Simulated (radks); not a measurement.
Results of a calculation; reference values are marked as such.
Problem. The bismuth ion Bi4+, [Xe] 4f14 5d10 6s1. Level of theory: non-relativistic Kohn-Sham, exchange-only B88, spin-polarised, spherical densities, point nucleus (a radial shooting solver on a logarithmic mesh with Libxc functionals). Every spin shell is full or empty, so the densities are truly spherical. Functionals are evaluated on that one density, not self-consistently. Rank these exchange functionals by their error against the exact value of the orbitals, and give that value: LDA, B88, PW86, OPTX, AM05, EV93, APBE, Tao-Mo.

Solution. Exact: -365.077 hartree. From best to worst, with 100 (|E| - |E exact|)/|E exact| (equal figures are ties): B88 +0.04, APBE +0.21, PW86 -0.43, EV93 -0.54, Tao-Mo -0.85, OPTX +1.92, AM05 -3.57, LDA -3.77.
